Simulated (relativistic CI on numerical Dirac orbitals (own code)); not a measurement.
## Crystal-field levels of Cu⁴⁺, 3d7

Calculated by Dirac-Coulomb-Breit CI, separate exchange-only KLI orbitals for each configuration, model QED, valence Slater integrals scaled by 0.85, one configuration in a parametric crystal field (own radial code).

Field parameters in Wybourne normalisation: Oh B⁴₀ = 21Dq, B⁴₄ = √(5/14) B⁴₀. The field is a parameter set, without covalency.

S is read from ⟨S²⟩ = S(S + 1).

Site symmetry Oh; labels are those of the double group. Computed levels in cm⁻¹ above the lowest, in rising order:

```
Δ (size of 10Dq)  Lowest     No. 2     No. 3     No. 4     No. 5     No. 6     No. 7     No. 8
            5000      Γ6    582 Γ8   1568 Γ8   2011 Γ7   5328 Γ6   5435 Γ8   5729 Γ8   5997 Γ7
            9000      Γ6    641 Γ8   1691 Γ8   1983 Γ7   8765 Γ6   8887 Γ8   9013 Γ8   9419 Γ7
           13000      Γ6    649 Γ8   1683 Γ8   1943 Γ7  12340 Γ6  12429 Γ8  12515 Γ8  12984 Γ7
           17000      Γ6    639 Γ8   1612 Γ8   1903 Γ7   9133 Γ8  15996 Γ6  16063 Γ8  16152 Γ8
           21000      Γ6    601 Γ8   1411 Γ8   1865 Γ7   5410 Γ8  19622 Γ8  19683 Γ6  19785 Γ8
           25000      Γ8     31 Γ6    828 Γ8   1862 Γ7   2701 Γ8  22084 Γ8  22875 Γ6  22957 Γ8
           29000      Γ8   3271 Γ6   3951 Γ8   5071 Γ7   5301 Γ8  25618 Γ8  26432 Γ6  26721 Γ8
           33000      Γ8   7101 Γ6   7757 Γ8   8873 Γ7   8982 Γ8  29418 Γ8  30189 Γ6  30630 Γ8
           37000      Γ8  11023 Γ6  11665 Γ8  12771 Γ7  12833 Γ8  33280 Γ8  34024 Γ6  34552 Γ8
           41000      Γ8  14976 Γ6  15607 Γ8  16701 Γ7  16741 Γ8  37169 Γ8  37893 Γ6  38483 Γ8
```

Ground-state S against |10Dq| in cm⁻¹: 5000: 1.50, 9000: 1.50, 13000: 1.50, 17000: 1.50, 21000: 1.50, 25000: 1.04, 29000: 0.59, 33000: 0.53, 37000: 0.52, 41000: 0.51.

The spin changes between |10Dq| = 21000 and 25000 cm⁻¹.
